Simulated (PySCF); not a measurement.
# CsS: mean field, correlation and small terms against distance

State: ²Π, doublet, unpaired electrons π ↑. ROHF-based CCSD(T) in PySCF 2.14 with Cs cc-pwCVDZ-X2C, S aug-cc-pVDZ-DK and Cs cc-pwCVTZ-X2C, S aug-cc-pVTZ-DK (frozen core orbitals: 28; spin-free X2C with a Gaussian nucleus). Correlation energies are extrapolated as n⁻³ (n = 2, 3), Hartree–Fock as (n+1)·exp(−9√n). All energies in eV from Cs + S.

```json
{"R (Å)": "2.6932", "HF/CBS": "-1.152", "CCSD corr.": "-1.084", "(T)": "-0.1060", "total": "-2.341"}
{"R (Å)": "2.8156", "HF/CBS": "-1.474", "CCSD corr.": "-1.020", "(T)": "-0.0989", "total": "-2.592"}
{"R (Å)": "2.9381", "HF/CBS": "-1.662", "CCSD corr.": "-0.967", "(T)": "-0.0933", "total": "-2.722"}
{"R (Å)": "3.0605", "HF/CBS": "-1.754", "CCSD corr.": "-0.923", "(T)": "-0.0890", "total": "-2.765"}
{"R (Å)": "3.1829", "HF/CBS": "-1.778", "CCSD corr.": "-0.886", "(T)": "-0.0856", "total": "-2.750"}
{"R (Å)": "3.3359", "HF/CBS": "-1.744", "CCSD corr.": "-0.849", "(T)": "-0.0823", "total": "-2.675"}
{"R (Å)": "3.4889", "HF/CBS": "-1.663", "CCSD corr.": "-0.820", "(T)": "-0.0799", "total": "-2.563"}
```

A fit to the total gives Re = 3.0824 Å, De = 2.766 eV, ωe = 196.6 cm⁻¹, Be = 0.06885 cm⁻¹ (masses 132.9054 and 31.9721 u).

At R = 3.0605 Å the CCSD correlation energy is -0.238002 hartree in the smaller basis and -0.357064 in the larger. Extrapolate it.

(3³·E3 − 2³·E2)/(3³ − 2³) = -0.40720 hartree; the larger basis holds 87.7 % of it.

The T1 diagnostic is 0.014. The state was picked by a PBE0 search and need not be the measured ground state. Spin–orbit coupling, excitations beyond (T) and corrections to the Born–Oppenheimer picture are left out, and spin–orbit coupling matters for open p, d or f shells this heavy.
